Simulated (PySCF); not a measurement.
**Indirect couplings**

Molfile (atoms numbered from 1):
```
C11H10
     RDKit          3D

 21 22  0  0  0  0  0  0  0  0999 V2000
   -3.2617   -0.5308   -0.7027 C   0  0  0  0  0  0  0  0  0  0  0  0
   -1.8723   -0.0987   -0.3390 C   0  0  0  0  0  0  0  0  0  0  0  0
   -1.6419    1.2264    0.1238 C   0  0  0  0  0  0  0  0  0  0  0  0
   -0.3836    1.6534    0.4682 C   0  0  0  0  0  0  0  0  0  0  0  0
    0.7342    0.7841    0.3729 C   0  0  0  0  0  0  0  0  0  0  0  0
    2.0474    1.1903    0.7201 C   0  0  0  0  0  0  0  0  0  0  0  0
    3.1052    0.3169    0.6141 C   0  0  0  0  0  0  0  0  0  0  0  0
    2.8938   -1.0035    0.1548 C   0  0  0  0  0  0  0  0  0  0  0  0
    1.6304   -1.4255   -0.1897 C   0  0  0  0  0  0  0  0  0  0  0  0
    0.5191   -0.5494   -0.0910 C   0  0  0  0  0  0  0  0  0  0  0  0
   -0.7961   -0.9543   -0.4375 C   0  0  0  0  0  0  0  0  0  0  0  0
   -3.2822   -1.5696   -1.0603 H   0  0  0  0  0  0  0  0  0  0  0  0
   -3.6827    0.1099   -1.4942 H   0  0  0  0  0  0  0  0  0  0  0  0
   -3.9396   -0.4569    0.1632 H   0  0  0  0  0  0  0  0  0  0  0  0
   -2.4890    1.9134    0.2048 H   0  0  0  0  0  0  0  0  0  0  0  0
   -0.2261    2.6758    0.8220 H   0  0  0  0  0  0  0  0  0  0  0  0
    2.2056    2.2124    1.0745 H   0  0  0  0  0  0  0  0  0  0  0  0
    4.1128    0.6411    0.8845 H   0  0  0  0  0  0  0  0  0  0  0  0
    3.7403   -1.6895    0.0739 H   0  0  0  0  0  0  0  0  0  0  0  0
    1.4654   -2.4461   -0.5450 H   0  0  0  0  0  0  0  0  0  0  0  0
   -0.9480   -1.9783   -0.7915 H   0  0  0  0  0  0  0  0  0  0  0  0
  1  2  1  0
  2  3  1  0
  3  4  2  0
  4  5  1  0
  5  6  2  0
  6  7  1  0
  7  8  2  0
  8  9  1  0
  9 10  2  0
 10 11  1  0
 11  2  2  0
 10  5  1  0
  1 12  1  0
  1 13  1  0
  1 14  1  0
  3 15  1  0
  4 16  1  0
  6 17  1  0
  7 18  1  0
  8 19  1  0
  9 20  1  0
 11 21  1  0
M  END
```

Couplings: B3LYP/pcJ-1 (without the spin–dipole term) in PySCF 2.14.0 with density-fitted response routines, geometry PBE0-D3(BJ)/def2-SVP; gas phase, one conformer, non-relativistic. Couplings are averaged over pairs made equivalent by symmetry, fast rotation or ring inversion, so a value needn't be that of the named pair in this geometry, while other rotamers aren't included; one pair stands for each set, and the list holds a selection of those of at least 1.5 Hz over up to four bonds, among pairs with at least one H atom (others weren't computed).

Isotopes: 13C, 1H.

```json
{"pair": "C1, H12", "bonds": "1", "J (Hz)": "?"}
{"pair": "C3, H15", "bonds": "1", "J (Hz)": "?"}
{"pair": "C4, H16", "bonds": "1", "J (Hz)": "165.2"}
{"pair": "C6, H17", "bonds": "1", "J (Hz)": "165.6"}
{"pair": "C7, H18", "bonds": "1", "J (Hz)": "166.8"}
{"pair": "C8, H19", "bonds": "1", "J (Hz)": "166.5"}
{"pair": "C9, H20", "bonds": "1", "J (Hz)": "165.5"}
{"pair": "C11, H21", "bonds": "1", "J (Hz)": "163.3"}
{"pair": "C2, H12", "bonds": "2", "J (Hz)": "-5.6"}
{"pair": "C5, H16", "bonds": "2", "J (Hz)": "2.4"}
{"pair": "C5, H17", "bonds": "2", "J (Hz)": "?"}
{"pair": "C7, H19", "bonds": "2", "J (Hz)": "?"}
{"pair": "C10, H21", "bonds": "2", "J (Hz)": "2.5"}
{"pair": "H12, H13", "bonds": "2", "J (Hz)": "?"}
{"pair": "C1, H15", "bonds": "3", "J (Hz)": "4.6"}
{"pair": "C3, H12", "bonds": "3", "J (Hz)": "?"}
{"pair": "C3, H21", "bonds": "3", "J (Hz)": "7.6"}
{"pair": "C5, H15", "bonds": "3", "J (Hz)": "?"}
{"pair": "C6, H16", "bonds": "3", "J (Hz)": "5.6"}
{"pair": "C7, H20", "bonds": "3", "J (Hz)": "8.9"}
{"pair": "C9, H18", "bonds": "3", "J (Hz)": "?"}
{"pair": "C10, H17", "bonds": "3", "J (Hz)": "6.2"}
{"pair": "H15, H16", "bonds": "3", "J (Hz)": "9.4"}
{"pair": "H18, H19", "bonds": "3", "J (Hz)": "7.7"}
{"pair": "C6, H20", "bonds": "4", "J (Hz)": "-1.6"}
{"pair": "H15, H21", "bonds": "4", "J (Hz)": "1.5"}
```

**Question.** Estimate the withheld couplings, with signs.

**Answer.** 
- 1J(C1,H12) = 133.0 Hz (bond length 1.099 Å, sp3 carbon)
- 1J(C3,H15) = 163.5 Hz (bond length 1.094 Å, sp2 carbon)
- 2J(C5,H17) = 2.5 Hz (angle at C6 119°)
- 2J(C7,H19) = 2.0 Hz (angle at C8 120°)
- 2J(H12,H13) = -15.8 Hz (mean over equivalent pairs that range from -19.0 to -14.2 Hz in this conformer)
- 3J(C3,H12) = 5.4 Hz (mean over equivalent pairs that range from 3.1 to 9.7 Hz in this conformer)
- 3J(C5,H15) = 8.3 Hz (dihedral angle 180°)
- 3J(C9,H18) = 7.7 Hz (dihedral angle 180°)
